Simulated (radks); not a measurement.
Species: the molybdenum ion Mo3+. Configuration: [Kr] 4d3. Calculated with a radial shooting solver on a logarithmic mesh with Libxc functionals: scalar-relativistic Kohn-Sham, r2SCAN, spin-unpolarised, spherical densities, finite nucleus; meta-GGA in the generalised Kohn-Sham scheme; Fermi nuclear charge, rms radius 4.4091 fm.

Local quantities along the radius. ELF = 1/(1 + alpha^2) is the electron localisation function; alpha = (tau - tau_W)/tau_unif compares the Pauli kinetic energy density with that of the uniform gas; s = |grad rho|/(2 (3 pi^2)^(1/3) rho^(4/3)) is the reduced gradient. tau is taken from the large components.

r (bohr)    ELF    alpha       s
0.002449  0.999  0.02253  0.5287
0.002828  0.999  0.02323  0.5139
0.003266  0.999  0.02418  0.5025
0.003742  0.999  0.02535  0.4945
0.004322  0.999  0.02694  0.4889
0.004991  0.999  0.02899  0.4862
0.005764  0.999  0.03163  0.4864
0.006657  0.999  0.03505  0.4895
0.007688  0.998  0.03954  0.4956
0.008878  0.998  0.04550  0.5049
0.01025   0.997  0.05355  0.5177
0.01184   0.996  0.06465  0.5344
0.01368   0.994  0.08032  0.5552
0.01579   0.990   0.1030  0.5807
0.01824   0.982   0.1369  0.6109
0.02106   0.966   0.1886  0.6452
0.02433   0.932   0.2696  0.6820
0.0281    0.864   0.3975  0.7166
0.03245   0.738   0.5955  0.7391
0.03717   0.574   0.8616  0.7346
0.04293   0.411    1.197  0.6833
0.04958   0.320    1.459  0.5764
0.05726   0.315    1.476  0.4415
0.06613   0.393    1.243  0.3328
0.07637   0.532   0.9371  0.2868
0.0882    0.670   0.7023  0.3009
0.1019    0.753   0.5734  0.3550
0.1176    0.771   0.5449  0.4310
0.1359    0.717   0.6289  0.5132
0.1569    0.567   0.8734  0.5732
0.1812    0.374    1.293  0.5553
0.2093    0.280    1.602  0.4211
0.2417    0.339    1.398  0.2599
0.2791    0.520   0.9614  0.2053
0.3223    0.690   0.6701  0.2546
0.3693    0.768   0.5501  0.3510
0.4265    0.772   0.5429  0.4833
0.4926    0.689   0.6725  0.6402
0.5688    0.471    1.061  0.7859
0.657     0.234    1.811  0.7813
0.7587    0.194    2.041  0.5272
0.8762    0.388    1.256  0.3276
1.012     0.668   0.7043  0.3509
1.169     0.773   0.5420  0.4817
1.35      0.754   0.5716  0.6593
1.559     0.646   0.7410  0.8829
1.8       0.453    1.099   1.173
2.079     0.238    1.787   1.563
2.401     0.098    3.039   2.106
2.773     0.035    5.228   2.919
3.202     0.012    9.213   4.269
3.669     0.004    16.80   6.531
4.237     0.001    35.86   11.11
4.893     0.000    90.92   20.71
5.651     0.000    283.9   42.82

On this mesh the ELF has minima near r = 0.057, 0.21, 0.76 bohr, which separate the shells, and maxima near 0.12 (0.77), 0.43 (0.77), 1.2 (0.77).
